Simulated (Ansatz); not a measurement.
Reaction (silylene formation by 1,1-elimination): `F[SiH](F)Br` → F₂ + `[SiH]Br`

Gas-phase electronic energies from Ansatz, PBE0-D4/def2-TZVP geometries. CCSD(T)/CBS adds triple-zeta CCSD(T) − MP2 to the extrapolated MP2 energy (def2 sets, frozen cores). This one scheme is used for every species. DFT in def2-TZVPP. For Br outer-core shells are correlated without core-valence functions, which leaves a few kJ/mol of doubt a bond. Scalar relativity is left out up to krypton.

```
          level  ΔE (kJ/mol)
         PBE-D4        956.1
       PBE-QIDH       1048.5
        LC-ωPBE       1028.2
CCSD/def2-TZVPP       1016.6
```

(1) What does CCSD(T)/CBS give? (An estimate is asked.)

(2) What do rigid-rotor, harmonic-oscillator terms from PBE0-D4/def2-TZVP frequencies (298.15 K, 1 bar) make of the CCSD(T)/CBS value? (Best estimate.)

Largest T1 diagnostic among the species: 0.011.

## Answers

(1) Computed: +1027.0 kJ/mol. The listed levels differ from it by -70.9, 21.5, 1.2, -10.4 kJ/mol.

(2) The calculation gave: ΔZPE = -16.6 kJ/mol, ΔH = +1015.1 kJ/mol, ΔS = 154 J/(mol·K), ΔG = +969.2 kJ/mol.

In def2-TZVPP, CCSD(T) changes the Hartree–Fock value by −58.7 kJ/mol (the triples alone add −10.5 kJ/mol) and MP2 by −4.8 kJ/mol. The D4 term adds +8.0 kJ/mol with B3LYP and +4.1 kJ/mol with PBE0; it sums over pairs of atoms, weighted by their polarisabilities, and B3LYP, whose exchange is more repulsive, gets the larger term. Leaving LDA and LC-ωPBE aside and taking each functional with its dispersion term where it has one, the values, not all of them listed here, spread over 106.8 kJ/mol, from revPBE-D4 to PBE-QIDH. LDA lies +60.1 kJ/mol from PBE without D4.

B3LYP here is the variant with VWN-RPA as its local correlation; programs differ in this.
